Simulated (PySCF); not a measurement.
# Unknown compound

The spectra below were simulated for a compound C$_{7}$H$_{7}$NO.

1H NMR (300 MHz, computed): δ 8.70 (dt, J = 5.4, 1.3 Hz, 1H), 8.13 (dt, J = 8.8, 1.0 Hz, 1H), 7.76 (td, J = 8.5, 1.6 Hz, 1H), 7.20 (ddd, J = 8.3, 5.4, 1.0 Hz, 1H), 2.76 (s, 3H).

13C{1H} NMR (computed): δ 201.6, 153.4, 152.2, 139.1, 130.4, 124.0, 28.8.

Equivalent nuclei averaged, non-relativistic, a single conformation, in vacuum. Geometry from PBE0-D3(BJ)/def2-SVP; shielding tensors at PBE/pcSseg-1 (GIAO); J: B3LYP/pcJ-1 (without the spin–dipole term); PySCF.

Scale: TMS for 1H (31.20 ppm), 13C (180.03 ppm) (reference shieldings calculated alike).

Q: What is the structure?

A: 
The formula gives 5 degrees of unsaturation (1 ring in the answer). 7 carbon signals for 7 carbons: no two carbons are equivalent. Carbon types of the structure: 2 × C, 4 × CH, 1 × CH3, which accounts for all hydrogens. δC 201.6: ketone carbonyl carbon; low-lying n→π* states of the double bond to the heteroatom give a large paramagnetic term (-269 ppm). δC 153.4: substituted aromatic carbon next to a ring nitrogen. δC 152.2: aromatic CH next to a ring nitrogen; the adjacent pyridine-type nitrogen withdraws density from it. δC 139.1, 130.4, 124.0: aromatic CH. δH 8.70: hydrogen on an aromatic CH next to a ring nitrogen; ring current plus the neighbouring ring nitrogen. δH 8.13, 7.76, 7.20: hydrogen on an aromatic CH. δH 2.76: hydrogen on a methyl carbon α to a carbonyl; α to C=O. The protons at 8.13 and 7.76 share a coupling of 8.8 Hz (vicinal, an ortho-type coupling). The protons at 7.76 and 7.20 share a coupling of 8.3 Hz (vicinal, an ortho-type coupling). The protons at 7.20 and 8.70 share a coupling of 5.4 Hz (vicinal, an ortho-type coupling).

These data were computed for SMILES CC(=O)c1ccccn1.

This is the structure that produced the data.

Splittings below 1 Hz are ignored in the labels, and close J values are merged. Unscaled 3J(H,H) at this level run about 10 % above measured values. Shifts are as computed. Against solution values, carbons near 30 ppm lie about +2 ppm off and those near 130 ppm about +2 ppm. Of 1211 compounds with measured shifts, 218 miss one by over three times the rms of a fit or turn the order of signals round; such compounds aren't used in these exercises.
